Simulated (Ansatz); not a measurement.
The same path of CH$_{6}$FNOSSi (12 atoms, charge 0, multiplicity 1) was run twice with different band settings. The coordinate that changes most is the dihedral F3–C2–S4–H9.

Level of theory: RKS BLYP/STO-3G (Ansatz 0.2.0).

Relaxed end points:

```xyz
12
Properties=species:S:1:pos:R:3
N -0.805 -0.687 -1.061
C 0.072 -0.662 0.270
F 1.006 -1.730 0.217
S -1.169 -0.899 1.672
Si 0.854 1.144 0.135
O -0.157 1.908 -1.025
H -0.207 -1.255 -1.749
H -1.638 -1.340 -0.883
H -0.317 -0.403 2.632
H 2.259 1.009 -0.274
H 0.859 1.824 1.431
H -0.683 1.035 -1.331
```

```xyz
12
Properties=species:S:1:pos:R:3
N -0.804 -0.644 -0.852
C 0.191 -0.482 0.398
F 1.107 -1.563 0.353
S -0.793 -0.477 1.996
Si 0.948 1.299 0.014
O -0.086 1.900 -1.219
H -0.317 -1.374 -1.474
H -1.672 -1.169 -0.501
H -1.174 -1.798 1.873
H 2.346 1.118 -0.396
H 0.966 2.137 1.215
H -0.635 1.000 -1.373
```

Common settings: movable images 7; climbing image yes; optimiser quadratic models (default); start path through a guess of the saddle point; force threshold 0.05 eV/Å; end points relaxed.

| run | spring | iteration limit |
| --- | --- | --- |
| 1 | 5.0 eV/Å² | 45 |
| 2 | 50.0 eV/Å² | 60 |

Problem. What does each run give, and how far can it be trusted?

Solution. Run 1: converged after 14 iterations, highest image 0.126 eV above the first end. A vibrational analysis at the climbing image gives one clearly imaginary mode, 236i cm⁻¹: a first-order saddle point.
Run 2: converged after 23 iterations, highest image 0.126 eV above the first end. Another band between the same ends (7 images) ends at a top of the same energy, where a vibrational analysis finds 1 clearly imaginary mode.
Limits of this set-up: minimal basis.
